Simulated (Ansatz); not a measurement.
Reaction (ligand exchange at the Al–O bond): `[CH3][Al]([OH])[F]` + H–F → `[CH3][Al]([F])[F]` + H₂O

Program: Ansatz. Geometries: PBE0-D4/def2-TZVP. ΔE: electronic, gas phase. CCSD(T)/CBS adds triple-zeta CCSD(T) − MP2 to the extrapolated MP2 energy (def2 sets, frozen cores). This one scheme is used for every species. DFT in def2-TZVPP. B3LYP here is the variant with VWN-RPA as its local correlation; programs differ in this. One conformer a species, not always the lowest.

```json
{"level": "LDA (SPW92)", "ΔE (kcal/mol)": "-9.9"}
{"level": "BLYP-D4", "ΔE (kcal/mol)": "-11.3"}
{"level": "r2SCAN-D4", "ΔE (kcal/mol)": "-11.3"}
{"level": "B3LYP-D4", "ΔE (kcal/mol)": "-11.2"}
{"level": "r2SCAN", "ΔE (kcal/mol)": "-11.4"}
{"level": "BHLYP", "ΔE (kcal/mol)": "-11.8"}
{"level": "SCS-MP2/def2-TZVPP", "ΔE (kcal/mol)": "-10.9"}
{"level": "HF/def2-QZVPP", "ΔE (kcal/mol)": "-12.7"}
```

**Question.** What does CCSD(T)/CBS give? (Estimate.)

**Answer.** The calculation gave: -11.3 kcal/mol. The listed levels differ from it by 1.4, 0.0, 0.0, 0.1, -0.1, -0.5, 0.4, -1.4 kcal/mol.

Largest T1 diagnostic among the species: 0.012.

Leaving LDA and LC-ωPBE aside and taking each functional with its dispersion term where it has one, the values, not all of them listed here, spread over 1.2 kcal/mol, from B97M-V to HSE06-D4. LDA lies +1.2 kcal/mol from PBE without D4. In def2-TZVPP, CCSD(T) changes the Hartree–Fock value by +1.4 kcal/mol (the triples alone add +0.2 kcal/mol) and MP2 by +1.7 kcal/mol.
